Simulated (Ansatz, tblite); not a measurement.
Cost and result up the ladder for the cluster SiAu₃⁺ (4 atoms). Total charge 1; singlet. Geometry: PBE-D4/def2-SVP.

```xyz
4

Au   -0.834   -1.509   -1.393
Au    1.072    1.568    1.142
Au   -0.949   -0.252    1.020
Si    0.711    0.193   -0.769
```

Ansatz on 4 threads of Arm Neoverse V2 on a shared host; xTB runs through tblite on one thread. Times are rough, summed over both states, and most runs start from the orbitals of an earlier one. RPA@PBE/def2-TZVP serves as the yardstick here, not as an exact answer. The other state is a triplet at its own geometry, which has other bonds, so the gap mixes isomer and spin.

In the def2 sets Au takes a core potential; there is no spin–orbit coupling. The xTB rows come from tblite. LC-ωPBE has ω = 0.4 bohr⁻¹. B3LYP takes the VWN-RPA correlation. Correlated methods freeze 5 core orbitals; core or outer-core shells of Au are correlated, in sets that lack core-valence functions. At PBE0-D4/def2-TZVP a singlet of charge 1 lies 0.60 eV below the triplet, each at its own geometry. The structure comes from a short search, and lower isomers may exist.

Correlated methods converge slowly with the basis.

xTB has no spin-polarisation term.

| level | functions | wall time | triplet − singlet (eV) | difference from RPA@PBE/def2-TZVP (eV) |
| --- | --- | --- | --- | --- |
| GFN1-xTB | 36 | 0.008 s | 1.25 | 0.68 |
| GFN2-xTB | 36 | 0.008 s | 1.43 | 0.86 |
| PBE-D4/def2-TZVP | 157 | 5.8 s | 0.67 | 0.10 |
| revPBE-D4/def2-TZVP | 157 | 5.9 s | 0.59 | 0.02 |
| BLYP-D4/def2-TZVP | 157 | 7.2 s | 0.66 | 0.08 |
| LC-ωPBE/def2-TZVP | 157 | 7.4 s | 0.45 | -0.12 |
| PBE0-D4/def2-TZVP | 157 | 8.7 s | 0.60 | 0.03 |
| B3LYP-D4/def2-TZVP | 157 | 9.6 s | 0.64 | 0.07 |
| RPA@PBE/def2-TZVP | 157 | 12 s | 0.57 | 0.00 |
| r2SCAN-D4/def2-TZVP (with forces) | 157 | 15 s | 0.52 | -0.05 |
| r2SCAN0-D4/def2-TZVP | 157 | 18 s | 0.47 | -0.10 |
